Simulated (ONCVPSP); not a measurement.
iron: ONCV pseudisation with PBE, scalar-relativistic reference atom.

ONCVPSP 4.0.1 input, shortened (lines: element, Z, core and valence counts, functional; n l f; lmax; l rc ep ncon nbas qcut; lloc lpopt rc5 dvloc0; l nproj debl; icmod fcfact rcfact), PBE, scalar-relativistic:

```
  Fe 26.00    3    4        4      upf
    1    0    2.00
    2    0    2.00
    2    1    6.00
    3    0    2.00
    3    1    6.00
    3    2    6.50
    4    0    1.50
    2
    0    1.48    0.00    3    6    7.10
    1    0.96    0.00    4    9   10.30
    2    1.68    0.00    4    9    7.40
    4    5    0.82   -1.00
    0    2    0.60
    1    3    3.00
    2    1    3.50
    1    0.70    0.00
```

All-electron outer shells of the reference configuration (PBE, scalar-relativistic, ld1.x):

```json
{"shell": "2p", "level (eV)": "-695.71", "outermost node (bohr)": "–", "outermost maximum (bohr)": "0.18"}
{"shell": "3s", "level (eV)": "-91.55", "outermost node (bohr)": "0.33", "outermost maximum (bohr)": "0.70"}
{"shell": "3p", "level (eV)": "-57.65", "outermost node (bohr)": "0.30", "outermost maximum (bohr)": "0.72"}
{"shell": "3d", "level (eV)": "-5.48", "outermost node (bohr)": "–", "outermost maximum (bohr)": "0.72"}
{"shell": "4s", "level (eV)": "-4.74", "outermost node (bohr)": "1.01", "outermost maximum (bohr)": "2.47"}
```

(1) Estimate the cutoffs (Ha) at which the residual kinetic energy of the hardest occupied pseudo-wave falls to 1 and 0.1 mHa per electron.

(2) Does the potential have ghost states?

(3) Tests: 3s2 3p6 3d6 4s2; 3s2 3p6 3d6 4s1; 3s2 3p6 3d6 4s0; 3s2 3p6 3d5 4s2. Which has the largest error in its energy relative to the reference configuration, and how large is it?

Answers

(1) 31 Ha and 102 Ha.

(2) No bound ghost flagged; no localised positive-energy state flagged.

(3) 3s2 3p6 3d5 4s2, with +167 meV (all-electron minus pseudo) on +14.93 eV.
